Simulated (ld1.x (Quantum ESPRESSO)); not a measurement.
Zn, TM: configuration errors across variants

```
Element                 : Zn (Z = 30)
Generator               : ld1.x (Quantum ESPRESSO) 7.5
Type                    : norm-conserving Troullier–Martins (Kleinman–Bylander form)
Functional              : PW91
Relativity              : scalar-relativistic
Frozen core             : [Ne] 3s2
Valence charge          : 18
Reference configuration : 3p6 3d10 4s2 4p0
Partial waves           : 3p (bound): rc 0.80 bohr; 3d (bound): rc 1.50 bohr; 4s (bound): rc 1.95 bohr
Local potential         : the s channel
Core correction         : Bessel-smoothed model core, default radius (core density twice the valence density)
```

All-electron excitation energies from the reference (eV): (1) 3p6 3d10 4s1 4p0 9.962; (2) 3p6 3d10 4s0 4p0 28.474; (3) 3p6 3d9 4s0 4p0 69.126; (4) 3p6 3d10 4s0 4p1 16.316; (5) 3p6 3d9 4s2 4p1 12.284; (6) 3p5 3d10 4s2 4p0 92.101; (7) 3p6 3d8 4s0 4p0 131.071.

Errors AE − PS in meV (a dash: test not solved or not reliable):

```csv
change,(1),(2),(3),(4),(5),(6),(7),bound ghosts
base,-4.8,-31,-248,-1273,-1190,-799,-963,none
"all radii but the core radius scaled by about 0.78 (s 1.52, p 0.62, d 1.16 bohr)",-5.8,-37,-285,-1241,-1223,-516,-1374,none
"all radii but the core radius scaled by about 0.85 (s 1.66, p 0.68, d 1.28 bohr)",-6.2,-39,-266,-1271,-1238,-621,-1220,none
"all radii but the core radius scaled by about 0.94 (s 1.84, p 0.76, d 1.40 bohr)",-5.7,-36,-247,-1276,-1215,-737,-1037,none
"all radii but the core radius scaled by about 1.14 (s 2.22, p 0.92, d 1.70 bohr)",-1.8,-22,-284,-1279,-1101,-971,-791,none
"all radii but the core radius scaled by about 1.29 (s 2.52, p 1.04, d 1.94 bohr)",+1.1,-31,-375,-1322,-932,-1179,-477,none
"all radii but the core radius scaled by about 1.40 (s 2.72, p 1.12, d 2.10 bohr)",+1.0,-61,-466,-1374,-812,-1246,-299,none
```

Task: Give the same row for: all radii but the core radius scaled by about 1.22 (s 2.38, p 0.98, d 1.84 bohr).

Result: +0.1, -23, -337, -1299, -1024, -1069, -688; bound ghosts: none.
